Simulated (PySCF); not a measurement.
## Two-photon absorption: `C1=C(OC)SC(C(F)(F)F)=C1`, C₆H₅F₃OS

Cartesian coordinates in Å; atom numbers follow the order of the lines, from 1:
```xyz
16

C     3.1599   -0.1774    0.2594
O     2.1083   -0.9360   -0.2870
C     0.8809   -0.4437   -0.1426
C     0.4359    0.7087    0.4634
C    -0.9786    0.8282    0.3818
C    -1.5710   -0.2165   -0.2702
C    -3.0207   -0.3883   -0.5573
F    -3.3022   -0.2544   -1.8602
F    -3.7399    0.5235    0.1014
F    -3.4612   -1.6000   -0.1979
S    -0.4121   -1.3870   -0.8099
H     4.0860   -0.7244    0.0472
H     3.0430   -0.0646    1.3508
H     3.2106    0.8228   -0.2036
H     1.0843    1.4365    0.9481
H    -1.5492    1.6601    0.7949
```

The calculation used TDDFT CAM-B3LYP/aug-cc-pVDZ excited states, vertical, gas phase in PySCF 2.14.0. Geometry: PBE0-D3(BJ)/def2-SVP.

Question: How strongly do the lowest singlets absorb one photon, and two photons of half the energy?

Answer: δ for parallel linear polarisation; σ at the peak of a Lorentzian of half width 0.1 eV, single beam; Ω is circular over linear.
```csv
state,E (eV),f,photon λ (nm),δ (au),σ (GM),Ω,main
S1,5.17,0.188,480,69.8,0.68,0.84,HOMO→LUMO+1 0.95
S2,5.60,0.001,443,1.49,0.02,1.49,"HOMO→LUMO+3 0.28, HOMO→LUMO+5 0.20"
S3,5.75,0.010,431,68.1,0.83,1.50,"HOMO→LUMO 0.76, HOMO→LUMO+2 0.10"
S4,5.95,0.070,417,35.8,0.46,1.03,"HOMO−1→LUMO+1 0.82, HOMO→LUMO+11 0.11"
S5,6.30,0.000,393,0.79,0.01,1.49,"HOMO−1→LUMO+8 0.20, HOMO−1→LUMO+3 0.15"
S6,6.44,0.003,385,30.5,0.46,1.50,"HOMO→LUMO+3 0.37, HOMO→LUMO+2 0.29"
```

Among these, the strongest one-photon state is S1, the strongest two-photon state S3, with a dipole change of 8.4 D (relaxed, norm of the difference vector).
